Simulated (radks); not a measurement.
Question: Excited configurations of Pb2+: one electron is placed in a higher orbital outside [Xe] 4f14 5d10 6s1. The ground configuration is [Hg]. All-electron calculation, Dirac Kohn-Sham, PBE, spin-unpolarised, spherical densities, point nucleus; open shells fill j = l - 1/2 first. Program: a radial shooting solver on a logarithmic mesh with Libxc functionals. Excitation = E - E(ground); binding = E(ion) - E, where the ion is the core of charge +3; n* = 3/sqrt(2 binding) in atomic units, and the quantum defect is n - n*.

| outer orbital | excitation (eV) | binding (eV) | n* | quantum defect | eigenvalue (eV) | <r> (bohr) |
|---|---|---|---|---|---|---|
| 6d3/2 | 20.051 | 12.356 | 3.148 | 2.852 | -9.894 | 4.160 |
| 6f5/2 | 26.672 | 5.735 | 4.621 | 1.379 | -4.675 | 8.778 |
| 7s1/2 | 19.005 | 13.403 | 3.023 | 3.977 | -11.424 | 4.750 |
| 7p1/2 | 21.407 | 11.000 | 3.336 | 3.664 | -9.329 | 5.483 |
| 7d3/2 | 25.155 | 7.252 | 4.109 | 2.891 | -6.100 | 7.800 |
| 7f5/2 | 28.388 | 4.019 | 5.519 | 1.481 | -3.391 | 13.58 |

Estimate the row for 5f5/2.

Answer: excitation (eV) 24.008; binding (eV) 8.399; n* 3.818; quantum defect 1.182; eigenvalue (eV) -6.399; <r> (bohr) 5.055. The Delta-SCF ionisation energy is 32.407 eV (NIST Atomic Spectra Database: 31.937 eV, measured). Self-interaction in the functional shifts the binding energies and quantum defects, so they are the method's values and not measured ones. Spin polarisation and multiplet splitting are left out, so open shells lie too high by an amount that depends on their filling.

Beside tabulated values, note that spin-unpolarised runs miss the spin-polarisation part of the exchange energy of open shells.
